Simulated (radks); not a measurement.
The numbers below are computed, except where a source is named.
The mean radii <r> (bohr) of the occupied orbitals of an atom or ion are listed with their occupations. Code: a radial shooting solver on a logarithmic mesh with Libxc functionals. Model: Dirac Kohn-Sham, PBE, spin-unpolarised, spherical densities, finite nucleus; Fermi nuclear charge, rms radius of each element as measured or else 0.836 A^(1/3) + 0.57 fm.

orbital  occ.      <r>
1s1/2       2  0.06639
2s1/2       2   0.3032
2p1/2       2   0.2666
2p3/2       4   0.2692

Name the element and its charge. Open shells, if any, fill j = l - 1/2 first.

Answer. Z = 23, vanadium, charge +13: V13+ in [Ne]. The 1s radius gives Z: for a bare nucleus <r> = (2 gamma + 1)/(2Z) with gamma = sqrt(1 - (Z/c)^2), 0.0646 bohr for Z = 23, and screening makes it slightly larger (0.06639 here). The occupations add up to 10, and the charge is Z minus that.
